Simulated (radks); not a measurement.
Values are calculated unless marked as measured or tabulated.
Excited configurations of Li III: one electron is placed in a higher orbital outside the bare nucleus. The ground configuration is 1s1. Code: a radial shooting solver on a logarithmic mesh with Libxc functionals. Model: scalar-relativistic Kohn-Sham, BLYP, spin-polarised, spherical densities, finite nucleus; open shells are filled with parallel spins first; Fermi nuclear charge, rms radius 2.444 fm. Excitation = E - E(ground); binding = E(ion) - E, where the ion is the core of charge +3; n* = 3/sqrt(2 binding) in atomic units, and the quantum defect is n - n*.

outer orbital  excitation (eV)  binding (eV)     n*  quantum defect  eigenvalue (eV)  <r> (bohr)
3d                      108.62        13.638  2.996           0.004          -11.064       3.474
4p                      114.14         8.121  3.883           0.117           -6.954       7.325
4d                      114.27         7.994  3.914           0.086           -6.716       6.765
5p                      116.94         5.314  4.800           0.200           -4.578       11.48
6p                      118.49         3.769  5.700           0.300           -3.262       16.49
6d                      118.52         3.743  5.720           0.280           -3.216       15.97
6f                      118.56         3.697  5.755           0.245           -3.137       15.14

The Delta-SCF ionisation energy is 122.26 eV (NIST Atomic Spectra Database: 122.45 eV, theoretical). Self-interaction in the functional shifts the binding energies and quantum defects, so they are the method's values and not measured ones.
